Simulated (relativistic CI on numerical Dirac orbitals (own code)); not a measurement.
**Os4+ (5d4) in a crystal field**

Calculated by Dirac-Coulomb-Breit CI, orbitals from a KLI potential per configuration, a model potential for QED, valence Slater integrals scaled by 0.8, one configuration in a parametric crystal field (own radial code).

Field parameters in Wybourne normalisation: D3d B²₀ = −7Dσ, B⁴₀ = −14Dq − 21Dτ, B⁴₃ = −14√(10/7) Dq; D4h B²₀ = −7Ds, B⁴₀ = 21(Dq − Dt), B⁴₄ = 21√(5/14) Dq. The field is a parameter set, without covalency.

S and J are read from ⟨S²⟩ = S(S + 1) and ⟨J²⟩ = J(J + 1) of each level; they are not fictitious spins.

D4h, 10Dq = 16150, Ds = 2350, Dt = 820 cm⁻¹, the lowest 16 levels:

| E (cm⁻¹) | Degeneracy | Irrep | S | J |
| --- | --- | --- | --- | --- |
| 0.0 | 1 | A1 | 1.70 | 2.15 |
| 1494 | 1 | A2 | 1.86 | 2.38 |
| 3023 | 2 | E | 1.90 | 2.69 |
| 3776 | 1 | B1 | 1.94 | 2.84 |
| 9414 | 1 | A1 | 1.54 | 2.68 |
| 11651 | 2 | E | 1.54 | 2.76 |
| 13389 | 2 | E | 1.01 | 3.73 |
| 13483 | 1 | B2 | 1.11 | 4.01 |
| 13663 | 1 | A1 | 1.05 | 3.62 |
| 14178 | 1 | B1 | 1.33 | 3.34 |
| 14601 | 1 | A2 | 1.14 | 3.81 |
| 16421 | 2 | E | 1.31 | 4.03 |
| 16740 | 1 | B2 | 1.54 | 3.14 |
| 16902 | 1 | B2 | 1.74 | 2.85 |
| 16969 | 1 | A1 | 1.57 | 3.30 |
| 17683 | 2 | E | 1.38 | 3.69 |

D3d, 10Dq = 25350, Dσ = -760, Dτ = -220 cm⁻¹, the lowest 10 levels:

| E (cm⁻¹) | Degeneracy | Irrep | S | J |
| --- | --- | --- | --- | --- |
| 0.0 | 1 | A1 | 1.11 | 3.45 |
| 3797 | 1 | A2 | 1.17 | 3.74 |
| 4766 | 2 | E | 1.18 | 3.65 |
| 7552 | 2 | E | 1.07 | 3.74 |
| 8570 | 1 | A1 | 0.94 | 3.96 |
| 8768 | 2 | E | 1.13 | 3.61 |
| 14552 | 1 | A1 | 1.18 | 3.84 |
| 15465 | 2 | E | 1.49 | 3.56 |
| 15677 | 1 | A2 | 1.96 | 3.00 |
| 15960 | 2 | E | 1.78 | 3.15 |

D4h, 10Dq = 40950, Ds = 1100, Dt = -110 cm⁻¹, the lowest 16 levels:

| E (cm⁻¹) | Degeneracy | Irrep | S | J |
| --- | --- | --- | --- | --- |
| 0.0 | 1 | A1 | 0.99 | 3.93 |
| 3139 | 1 | A2 | 1.04 | 4.00 |
| 4191 | 2 | E | 1.02 | 3.99 |
| 6539 | 1 | B2 | 0.96 | 3.90 |
| 6588 | 1 | B1 | 0.99 | 3.70 |
| 8470 | 2 | E | 0.88 | 4.00 |
| 8566 | 1 | A1 | 0.87 | 3.78 |
| 14576 | 1 | A1 | 0.41 | 4.37 |
| 15722 | 2 | E | 0.39 | 4.33 |
| 18603 | 1 | B2 | 0.21 | 4.41 |
| 19351 | 1 | B1 | 0.17 | 4.50 |
| 28783 | 1 | B1 | 1.96 | 2.97 |
| 28840 | 2 | E | 1.96 | 2.92 |
| 29004 | 1 | A1 | 1.85 | 2.92 |
| 29040 | 1 | A2 | 1.94 | 2.85 |
| 29573 | 1 | A1 | 0.52 | 3.83 |

Levels of this model without a field, named by their leading LS term (the scale mimics covalency, so terms lie below those of the real free ion): 5D_0 0, 5D_1 3715, 5D_2 7118, 5D_3 9886, 5D_4 11838, 3P_0 17684, 3H_4 18818, 3G_3 22666 cm⁻¹.
